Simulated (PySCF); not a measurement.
# Ionising CaI

PBE0; basis Ca x2c-SVPall, I x2c-SVPall; spin-free X2C with a Gaussian nucleus; PySCF 2.14. Neutral (UKS): doublet (σ ↑), Re = 2.816 Å, ωe = 243 cm⁻¹, De = 3.25 eV, HOMO -4.47 eV, LUMO -2.30 eV.

CaI⁺ (UKS): singlet (closed shell), Re = 2.684 Å, ωe = 300 cm⁻¹, De = 3.36 eV to Ca⁺ + I. The energies at the minima are -7794.72754 hartree for CaI and -7794.50892 for CaI⁺.

**Question.** Work out the adiabatic ionisation energy, without and with harmonic zero-point energies (1 hartree = 27.2114 eV, 1 eV = 8065.5 cm⁻¹), and the change of the bond length.

**Answer.** At PBE0: 0.21862 hartree = 5.949 eV between the minima; the zero-point term (300.0 − 243.0)/2 cm⁻¹ = +0.004 eV makes it 5.952 eV. Re changes by -13.2 pm against the neutral. The electron leaves a σ orbital; in so polar a molecule the change of length follows mostly from the change of the ionic charges.

Spin–orbit coupling is left out, which matters for elements this heavy, above all for dissociation energies. For an ion De counts to the pair picked by the measured ionisation energies or electron affinities, which need not be the lowest pair at this level. States were picked by a PBE0 search and need not be the measured ground states.
